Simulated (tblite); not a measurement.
Species: C₆H₁₁BrOSi.
Numbering: `[Br:1][C@@H:2]1[SiH2:3][CH2:4][C@H:5]1[O:6][CH:7]1[CH2:8][CH2:9]1` (hydrogens: H10 on C2; H11, H12 on Si3; H13, H14 on C4; H15 on C5; H16 on C7; H17, H18 on C8; H19, H20 on C9)

Computed with GFN2-xTB (tblite), gas phase: L-BFGS steps from a force-field or distance-geometry start until the largest atomic force falls under 0.01 eV/Å.

Step 29: E = -769.6646 eV
```
atom  x, y, z in Å  |  force x, y, z in eV/Å
Br1    -1.2928   -1.4464   -2.2481   -0.021   0.029  -0.014
C2     -1.5998   -0.7362   -0.4488   -0.014  -0.017  -0.015
Si3    -3.0516    0.4728   -0.1155   -0.022   0.076   0.050
C4     -1.5604    1.2062    0.8279    0.000  -0.017   0.017
C5     -0.5884    0.3238    0.0236    0.011   0.003   0.024
O6      0.4575   -0.1724    0.8181   -0.006   0.009   0.043
C7      1.4945   -0.7356    0.0713   -0.017   0.051  -0.013
C8      2.8745   -0.6294    0.6283   -0.004  -0.025   0.014
C9      2.4919    0.1817   -0.5758    0.059   0.008   0.030
H10    -1.5736   -1.5984    0.2165    0.000  -0.025  -0.011
H11    -3.4101    1.2286   -1.3113   -0.048  -0.019  -0.006
H12    -4.1780   -0.0652    0.6366   -0.003  -0.004  -0.024
H13    -1.3407    2.2701    0.7899    0.001  -0.042  -0.056
H14    -1.5254    0.9003    1.8718   -0.003  -0.003   0.009
H15    -0.1821    0.8704   -0.8374    0.002   0.024  -0.020
H16     1.2087   -1.6390   -0.4621    0.057  -0.022   0.010
H17     2.9781   -0.1112    1.5683    0.012   0.012  -0.004
H18     3.5398   -1.4688    0.5070    0.011  -0.022  -0.010
H19     2.8941   -0.0830   -1.5414   -0.006  -0.012   0.015
H20     2.3586    1.2423   -0.4219   -0.009  -0.004  -0.040
```

Step 30: E = -769.6655 eV
```
atom  x, y, z in Å  |  force x, y, z in eV/Å
Br1    -1.2935   -1.4406   -2.2556   -0.026   0.045   0.023
C2     -1.5994   -0.7343   -0.4513   -0.001  -0.023  -0.032
Si3    -3.0513    0.4729   -0.1122   -0.033   0.061   0.030
C4     -1.5593    1.2082    0.8263    0.021  -0.026   0.011
C5     -0.5870    0.3248    0.0235   -0.003  -0.030   0.001
O6      0.4557   -0.1772    0.8194   -0.009   0.038   0.015
C7      1.4941   -0.7372    0.0721   -0.015   0.023   0.021
C8      2.8740   -0.6286    0.6300   -0.008  -0.029   0.018
C9      2.4900    0.1807   -0.5742    0.051   0.014   0.024
H10    -1.5721   -1.5994    0.2107    0.003  -0.017  -0.019
H11    -3.4156    1.2265   -1.3074   -0.049  -0.013  -0.009
H12    -4.1737   -0.0687    0.6432   -0.005  -0.003  -0.021
H13    -1.3380    2.2710    0.7817   -0.005  -0.025  -0.038
H14    -1.5240    0.9050    1.8707    0.003   0.005   0.019
H15    -0.1789    0.8717   -0.8375    0.002   0.007   0.007
H16     1.2118   -1.6424   -0.4594    0.045  -0.029   0.000
H17     2.9767   -0.1098    1.5696    0.015   0.006  -0.004
H18     3.5400   -1.4672    0.5067    0.015  -0.021   0.002
H19     2.8932   -0.0846   -1.5385    0.001  -0.010  -0.008
H20     2.3520    1.2399   -0.4209    0.000   0.027  -0.041
```

**Question.** Estimate the geometry and energy of step 31. (The exact step hangs on the optimiser's Hessian estimate; all steps are aligned on step 30, rigid shifts and turns removed.)

**Answer.** E = -769.6663 eV, largest force 0.073 eV/Å
```
atom  x, y, z in Å  |  force x, y, z in eV/Å
Br1    -1.2947   -1.4348   -2.2617   -0.028   0.053   0.042
C2     -1.5993   -0.7331   -0.4540    0.000  -0.014  -0.029
Si3    -3.0514    0.4741   -0.1089   -0.029   0.028   0.002
C4     -1.5581    1.2093    0.8252    0.031  -0.026   0.005
C5     -0.5858    0.3251    0.0234   -0.016  -0.047  -0.019
O6      0.4542   -0.1805    0.8208   -0.004   0.049  -0.017
C7      1.4936   -0.7381    0.0730    0.000  -0.010   0.044
C8      2.8734   -0.6286    0.6318   -0.004  -0.022   0.017
C9      2.4894    0.1799   -0.5723    0.027   0.012   0.012
H10    -1.5709   -1.6006    0.2055    0.002  -0.007  -0.027
H11    -3.4213    1.2244   -1.3042   -0.049  -0.007  -0.008
H12    -4.1701   -0.0717    0.6483   -0.009  -0.001  -0.016
H13    -1.3360    2.2712    0.7740   -0.007  -0.008  -0.019
H14    -1.5228    0.9092    1.8702    0.011   0.012   0.025
H15    -0.1762    0.8730   -0.8373   -0.001  -0.011   0.031
H16     1.2156   -1.6457   -0.4570    0.030  -0.020  -0.001
H17     2.9759   -0.1085    1.5707    0.017  -0.002   0.000
H18     3.5405   -1.4662    0.5064    0.012  -0.016   0.014
H19     2.8924   -0.0861   -1.5361    0.007  -0.007  -0.020
H20     2.3464    1.2383   -0.4209    0.012   0.044  -0.036
```

The energy changes by -0.0008 eV. The first-order estimate −F·Δx gives -0.0011 eV and the mean of the old and new forces, exact on a quadratic surface, -0.0008 eV. The step makes an angle of 73° with the force vector and moves no atom by more than 0.008 Å.

The cost below is that of the whole relaxation. The run took 1.6 s on Arm Neoverse N1, one thread, no GPU, shared host with 64 logical CPUs at a one-minute load of 52.
